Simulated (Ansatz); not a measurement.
Basis sets compared for YBr₃. Total charge 0; singlet. Geometry r2SCAN-D4/def2-SVP. Ansatz on 4 threads of Arm Neoverse V2 on a shared host; times are rough, and most runs start from earlier orbitals.

```xyz
4

Y     0.000    0.000    0.000
Br    1.599   -1.595   -1.272
Br   -0.410    2.401   -0.886
Br   -1.190   -0.806    2.157
```

In the def2 sets Y takes a core potential; there is no spin–orbit coupling.

```json
{"level": "PBE-D4/def2-SVP", "functions": "127", "energy (Eh)": "-7758.9607", "HOMO (eV)": "-7.18", "LUMO (eV)": "-3.71", "wall time": "1.1 s"}
{"level": "PBE0-D4/def2-SVP", "functions": "127", "energy (Eh)": "-7759.2189", "HOMO (eV)": "-8.47", "LUMO (eV)": "-3.00", "wall time": "1.9 s"}
```

Estimate the rows for PBE-D4/def2-TZVP, PBE0-D4/def2-TZVP.


| level | functions | energy (Eh) | HOMO (eV) | LUMO (eV) | wall time |
| --- | --- | --- | --- | --- | --- |
| PBE-D4/def2-TZVP | 184 | -7759.9024 | -7.26 | -3.73 | 1.8 s |
| PBE0-D4/def2-TZVP | 184 | -7760.1601 | -8.51 | -2.98 | 3.5 s |
